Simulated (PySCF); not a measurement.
C₃H₈BN.
Cartesian coordinates in Å at the PBE0-D3(BJ)/def2-SVP level; atoms count from 1:
```
atom  x, y, z in Å
B1     2.280    0.277    0.025
N2     0.961    0.194   -0.400
C3    -0.185   -0.097    0.399
C4    -1.502    0.561    0.117
C5    -1.317   -0.908   -0.153
H6     3.136    0.534   -0.789
H7     2.534    0.091    1.194
H8     0.747    0.350   -1.380
H9     0.083   -0.254    1.447
H10   -2.123    0.871    0.961
H11   -1.553    1.235   -0.744
H12   -1.808   -1.633    0.501
H13   -1.243   -1.229   -1.197
```

Lines to be assigned: B 1s: 195.02 eV; C 1s: 290.76 (area 2), 291.73 (area 1) eV; N 1s: 405.31 eV.

Method used: delta-SCF UKS SCAN, pcX-2 on the ionised atom, pcseg-1 elsewhere, spin-free X2C (PySCF 2.14.0). Geometry: PBE0-D3(BJ)/def2-SVP, one conformer, isolated molecule.

(1) Which carbon gives which C 1s line?

## Answers

(1) 290.76 eV: C4/C5 (three-membered-ring carbon); 291.73 eV: C3 (sp3 carbon bound to nitrogen). The listed C 1s values span 0.97 eV, from C4/C5 (bonded to 2 C and 2 H) to C3 (bonded to N, 2 C and H). Summing the Pauling electronegativity differences to the bonded atoms, each weighted by its formal bond order, gives -0.70 for the lowest site and +0.14 for the highest.

Bonded neighbours of each site: B1: N and 2 H; N2: C, H and B; C3: N, 2 C and H; C4/C5: 2 C and 2 H.

Which effective nuclear charge Zeff reproduces each element's mean 1s value in the hydrogen-like formula E = 13.606 eV × Zeff²?

B (Z = 5): mean 195.0 eV, Zeff = 3.79, Z − Zeff = 1.21; C (Z = 6): mean 291.1 eV, Zeff = 4.63, Z − Zeff = 1.37; N (Z = 7): mean 405.3 eV, Zeff = 5.46, Z − Zeff = 1.54. Means run over the listed sites, weighted by atom count.

The first atom of each set that the bonding makes equivalent was ionised and stands for the set. The unrestricted hole states depart most from a pure doublet (⟨S²⟩ = 0.75; over 0.85 named) for B 1s of B1 (0.95), which makes this value less certain.
